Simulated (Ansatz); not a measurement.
Worked example: ZnBr2 + C2H4F2 → Zn(CH3)Br + CHBrF2

Species: ZnBr2 `[Br][Zn][Br]`, singlet; C2H4F2 (1,1-difluoroethane) `CC(F)F`, singlet; Zn(CH3)Br, singlet; CHBrF2 (bromodifluoromethane) `FC(F)Br`, singlet. The partners trade Br for CH3: Zn–Br and C–CH3 bonds give way to Zn–CH3 and C–Br.

Shapes, held fixed at every level: PBE0-D4/def2-TZVP. Programs: Ansatz 0.2.0. The zero-point and thermal change to 298 K, harmonic and unscaled (PBE0-D4/def2-TZVP), is -8.1 kJ/mol.

At wB97M-V/def2-TZVPP; 1 Eh = 2625.50 kJ/mol:

| species | energy (Eh) |
| --- | --- |
| ZnBr2 | -6927.446937 |
| C2H4F2 | -278.340329 |
| Zn(CH3)Br | -4393.272538 |
| CHBrF2 | -2812.442533 |

Problem. Work out ΔH(298 K) of the reaction at this level.

Solution. 
1. Products less reactants: (-4393.272538) + (-2812.442533) − [(-6927.446937) + (-278.340329)] = 0.072195 Eh = +189.5 kJ/mol.
2. With the thermal change: +189.5 + (-8.1) = +181.4 kJ/mol.

Other levels give +158.0 (SPW92/def2-TZVPP) to +245.6 kJ/mol (HF/def2-SVP). No measured value is set beside it here. Relativity is left out for Br, Zn unless named.
